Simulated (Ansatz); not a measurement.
Gas-phase electronic energies from Ansatz, PBE0-D4/def2-TZVP geometries. CCSD(T)/CBS is the MP2 limit (def2-TZVPP, def2-QZVPP) plus CCSD(T) − MP2 in def2-TZVPP, frozen cores. This one scheme is used for every species. DFT in def2-TZVPP. Elements past krypton have def2 core potentials. For I outer-core shells are correlated without core-valence functions, which leaves a few kJ/mol of doubt a bond. One conformer a species, not always the lowest.

`FCBI` + `N=CF` → `F/C=N\CF` + `BI`  (substitution at a C–B bond)

`FCBI`:

Z-matrix (Å, degrees):
```
C
B 1 1.553
F 1 1.379 2 116.6
H 1 1.101 2 108.6 3 122.9
H 1 1.101 2 108.6 3 -122.9
I 2 2.099 1 122.4 3 0.0
H 2 1.191 1 119.6 3 -180.0
```

`N=CF`:

Cartesian coordinates in Å:
```
N 0.804 -0.412 0.310
C -0.319 -0.016 -0.044
F -1.382 -0.794 0.124
H 1.509 0.293 0.116
H -0.612 0.929 -0.506
```

`F/C=N\CF`:

Cartesian coordinates in Å:
```
F 1.698 -0.626 -0.741
C 0.718 -1.119 0.021
N -0.308 -0.525 0.384
C -0.703 0.796 0.097
F 0.157 1.532 -0.690
H 0.927 -2.148 0.302
H -0.821 1.330 1.045
H -1.669 0.759 -0.417
```

`BI`:

Z-matrix (Å, degrees):
```
B
I 1 2.099
H 1 1.188 2 117.7
H 1 1.188 2 117.7 3 -180.0
```

Question: Is it downhill or uphill in electronic energy at CCSD(T)/CBS, and by how much? (Estimate.)

Answer: Computed: Uphill: ΔE = +48.5 kJ/mol.

Question: What do these levels give: PBE0-D4, CAM-B3LYP-D4, B2PLYP, CAM-B3LYP, CCSD/def2-TZVPP, SCS-MP2/def2-QZVPP? (Estimate.)

Answer: Computed: PBE0-D4 46.1, CAM-B3LYP-D4 44.1, B2PLYP 43.2, CAM-B3LYP 43.0, CCSD/def2-TZVPP 45.0, SCS-MP2/def2-QZVPP 45.3 kJ/mol.

Largest T1 diagnostic among the species: 0.013.

Leaving LDA and LC-ωPBE aside and taking each functional with its dispersion term where it has one, the values, not all of them listed here, spread over 7.7 kJ/mol, from BLYP-D4 to B97M-V. In def2-TZVPP, CCSD(T) changes the Hartree–Fock value by +6.4 kJ/mol (the triples alone add −0.6 kJ/mol) and MP2 by +7.8 kJ/mol.
